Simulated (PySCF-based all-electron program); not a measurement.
**Distorting IF₃, singlet**

Calculated with an in-house all-electron program built on PySCF, in large uncontracted Gaussian sets near the basis limit; Koelling–Harmon scalar relativity, no spin–orbit coupling, spin-restricted. Forces are good to about 0.012 eV/Å. In part, the step from PBE was taken on X2C orbitals. Atoms are numbered as listed.

Shape A:

```xyz
4

I     0.0000    0.0000    0.0000
F     0.0000    0.0000    1.8990
F     1.9640    0.0040    0.1720
F    -1.9650   -0.0020    0.1640
```

PBE forces:

```
atom      Fx      Fy  Fz (eV/Å)
  I1   0.006   0.004      0.069
  F2  -0.013   0.000     -0.125
  F3  -0.004  -0.002      0.022
  F4   0.011  -0.002      0.034
```

What forces does r2SCAN give in shape A?

The forces move by 0.566 eV/Å (r.m.s. over the atoms) from PBE.

| atom | Fx | Fy | Fz (eV/Å) |
| --- | --- | --- | --- |
| I1 | 0.006 | 0.005 | 0.649 |
| F2 | -0.013 | 0.000 | -0.788 |
| F3 | -0.505 | -0.003 | 0.063 |
| F4 | 0.511 | -0.002 | 0.077 |

Shape B:

```xyz
4

I     0.0000    0.0000    0.0000
F     0.0000    0.0000    1.7091
F     1.9640    0.0040    0.1720
F    -1.9650   -0.0020    0.1640
```

Against shape A, I1–F2 goes from 1.899 to 1.709 Å.

PBE forces:

```csv
atom,Fx,Fy,Fz (eV/Å)
I1,0.008,0.004,-7.037
F2,-0.017,0.000,6.994
F3,0.119,-0.002,0.015
F4,-0.110,-0.002,0.029
```

What forces does r2SCAN give in shape B?

The forces move by 0.627 eV/Å (r.m.s. over the atoms) from PBE.

| atom | Fx | Fy | Fz (eV/Å) |
| --- | --- | --- | --- |
| I1 | 0.009 | 0.004 | -6.344 |
| F2 | -0.018 | 0.001 | 6.224 |
| F3 | -0.381 | -0.003 | 0.052 |
| F4 | 0.390 | -0.002 | 0.068 |
